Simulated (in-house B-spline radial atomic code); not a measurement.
Tc²⁺. Computed with a B-spline radial atomic code. Model: all-electron spherical atom, spin shells full or empty, radial basis limit, no spin-orbit coupling: exact exchange with a local potential (Slater, KLI or optimised effective potential, whose far tail is KLI's), no correlation.

Exchange potential has not reached -1/r at the last radius.

The run also made RPA and GW results, which its time includes.

The Slater potential averages the orbital exchange potentials with the orbital densities as weights, KLI adds orbital constants, and the optimised effective potential minimises the exact-exchange energy among local potentials. So their energies lie above Hartree-Fock in the order OEP, KLI, Slater. All fall off as −1/r, unlike LDA and GGA exchange.

Command:
```bash
python run_gw.py task.json out
```
Settings (nuclear radius in fm, other lengths in bohr, energies in hartree):
```
Z                      43
electrons              41
configuration          [Kr] 4d5
hamiltonian            x2c
method                 oep
lmax                   9
rms_radius             4.41117
spin_polarised         True
box_radius             17.55
intervals              102
```

Cost of the run: 22 s on 1 thread of Arm Neoverse N1, with other jobs on the host.

Given: hamiltonian one-electron scalar X2C; mean-field start exchange-only OEP.

Computed: energy above Hartree-Fock 14.423 millihartree.

```tsv
radius (bohr)	r times exchange potential up (hartree bohr)	r times exchange potential down (hartree bohr)
0.00116	-0.044509	-0.044702
0.00146	-0.055924	-0.056168
0.00182	-0.069534	-0.069838
0.00228	-0.086767	-0.087148
0.00286	-0.10819	-0.10867
0.00358	-0.13427	-0.13487
0.00449	-0.16629	-0.16704
0.00562	-0.20444	-0.20538
0.00704	-0.24963	-0.2508
0.00882	-0.3017	-0.30317
0.011	-0.35831	-0.36014
0.0138	-0.41946	-0.42175
0.0173	-0.47828	-0.48115
0.0217	-0.52636	-0.52994
0.0272	-0.55041	-0.55487
0.034	-0.53696	-0.54252
0.0426	?	?
0.0534	-0.51304	-0.52175
0.0669	-0.64683	-0.65738
0.0838	-0.8096	-0.82205
0.105	-0.92438	-0.93843
0.131	-0.95692	-0.9708
0.165	-0.8744	-0.88153
0.206	-0.8333	-0.83225
0.258	-1.0705	-1.0871
0.323	-1.2995	-1.3318
0.405	-1.3811	-1.4256
0.507	-1.2518	-1.3255
0.635	-0.87917	-1.0225
0.796	-1.0394	-1.0683
0.997	-1.3964	-1.3271
1.25	-1.5558	-1.4037
1.56	?	?
1.96	-1.4339	-1.2769
2.45	-1.2807	-1.1825
3.07	-1.1604	-1.116
3.85	-1.0871	-1.0693
```

(1) What belongs in the row 0.0426?

(2) What belongs in the row 1.56?

```tsv
occupied	level (hartree)	Hartree-Fock level (hartree)
1s up	-766.57	-778.19
1s down	-766.74	-778.2
2s up	-110.12	-114.4
2s down	-110.21	-114.36
2p up	-98.622	-102.24
2p down	?	?
3s up	-19.946	-21.645
3s down	-20.068	-21.625
3p up	-16.155	-17.541
3p down	-16.275	-17.516
3d up	-10.028	-10.906
3d down	-10.129	-10.841
4s up	-3.5466	-4.0176
4s down	?	?
4p up	-2.5299	-2.8338
4p down	-2.4728	-2.4731
4d up	-1.1012	-1.1027
```

(3) What belongs in the row 2p down?

(4) What belongs in the row 4s down?

| empty | level (hartree) |
| --- | --- |
| 4d down | -1.0294 |
| 5s up | -0.89646 |
| 5s down | -0.8666 |
| 5p up | ? |
| 5p down | -0.66162 |
| 6s up | -0.4138 |
| 5d up | ? |
| 6s down | -0.40668 |
| 5d down | -0.40478 |

(5) What belongs in the row 5p up?

(6) What belongs in the row 5d up?

## Answers

(1) r times exchange potential up (hartree bohr): -0.49673; r times exchange potential down (hartree bohr): -0.50371.

(2) r times exchange potential up (hartree bohr): -1.5567; r times exchange potential down (hartree bohr): -1.3697.

(3) level (hartree): -98.725; Hartree-Fock level (hartree): -102.2.

(4) level (hartree): -3.506; Hartree-Fock level (hartree): -3.7453.

(5) level (hartree): -0.6804.

(6) level (hartree): -0.41247.

The highest level, 4d up, differs from Hartree-Fock by +0.04 eV and the deepest, 1s down, by +312 eV: a local potential can match the highest level but can't give each shell its own exchange.
